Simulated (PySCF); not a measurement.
Vertical excitations of a molecule C4H4OSe from TDDFT-B3LYP/def2-SVPD (PySCF), as energy in eV (oscillator strength): 3.47 (0.052), 3.81 (0.000), 3.99 (0.000), 5.38 (0.012), 5.62 (0.035), 5.67 (0.000), 5.91 (0.010), 6.13 (0.112), 6.44 (0.005), 6.50 (0.004). Lowest triplet (TDA): 2.51 eV. Geometry: B3LYP-D3(BJ)/def2-SVP. The values are those of a single conformer.

### Question
Which structure fits?
A. [SeH]c1ccco1
B. C=C1[Se]CC1=O
C. C=C=C[Se]C=O
D. C=C1OC=C[Se]1

### Answer
B, C=C1[Se]CC1=O
